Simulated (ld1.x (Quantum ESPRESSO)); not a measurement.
# Cutoff test, copper (Cu), TM

| Property | Result |
| --- | --- |
| Element | Cu |
| Generator | ld1.x (Quantum ESPRESSO) 7.5 |
| Type | norm-conserving Troullier–Martins (Kleinman–Bylander form) |
| Functional | PBE |
| Relativity | scalar-relativistic |
| Frozen core | [Ar] |
| Valence charge | 11 |
| Reference configuration | 3d10 4s0.5 4p0.5 |
| Partial waves | 4s (bound): rc 2.00 bohr; 4p (bound): rc 3.80 bohr; 3d (bound): rc 1.30 bohr |
| Local potential | the d channel |
| Core correction | a·sin(br)/r model core, default radius (core density twice the valence density) |

The pseudo-atom Hamiltonian at the reference potential is diagonalised in spherical Bessel functions j_l(qr) that vanish at 20 bohr, with q² up to the cutoff. All-electron valence levels (Ry): 4s -0.3981, 4p -0.0934, 3d -0.4542.

How do the lowest levels (Ry) of each channel move with the cutoff, and are there ghosts?

| cutoff (Ry) | s #1 | s #2 | p #1 | p #2 | p #3 | d #1 | f #1 | f #2 | Σ f·Δε (mRy) |
| --- | --- | --- | --- | --- | --- | --- | --- | --- | --- |
| 8 | -1.1218 | -0.3914 | -0.0933 | 0.0249 | 0.1440 | 0.0333 | 0.0863 | 0.2131 | 4878.0 |
| 15 | -7.2274 | -0.3950 | -0.0933 | 0.0249 | 0.1439 | 0.0332 | 0.0863 | 0.2131 | 4875.3 |
| 21 | -12.5191 | -0.3969 | -0.0933 | 0.0248 | 0.1435 | 0.0331 | 0.0863 | 0.2131 | 4873.5 |
| 35 | -18.0001 | -0.3981 | -3.1457 | -0.0933 | 0.0249 | 0.0329 | 0.0863 | 0.2131 | 4871.0 |
| 50 | -20.5349 | -0.3981 | -5.3924 | -0.0933 | 0.0249 | 0.0321 | 0.0863 | 0.2131 | 4862.6 |
| 60 | -21.1812 | -0.3981 | -6.2838 | -0.0933 | 0.0249 | 0.0291 | 0.0863 | 0.2131 | 4832.9 |
| 90 | -21.8172 | -0.3981 | -7.5007 | -0.0933 | 0.0249 | -0.3232 | 0.0863 | 0.2131 | 1309.3 |
| 120 | -21.8531 | -0.3981 | -7.7086 | -0.0933 | 0.0249 | -0.4400 | 0.0863 | 0.2131 | 141.3 |
| 180 | -21.8567 | -0.3981 | -7.7191 | -0.0933 | 0.0249 | -0.4539 | 0.0863 | 0.2131 | 2.9 |
| 230 | -21.8579 | -0.3981 | -7.7204 | -0.0933 | 0.0249 | -0.4540 | 0.0863 | 0.2131 | 1.9 |
| 350 | -21.8582 | -0.3981 | -7.7208 | -0.0933 | 0.0249 | -0.4542 | 0.0863 | 0.2131 | 0.0 |
| 400 | -21.8582 | -0.3981 | -7.7208 | -0.0933 | 0.0249 | -0.4542 | 0.0863 | 0.2131 | 0.0 |

Result: ghost states, extra bound levels that the all-electron valence spectrum of the same l lacks: s at -297.4 eV, p at -105.0 eV (a true bound ghost makes a file unfit for plane-wave use); 10 mRy is reached at 160 Ry and 1 mRy at 260 Ry.

Its largest configuration-test error is -1967 meV.
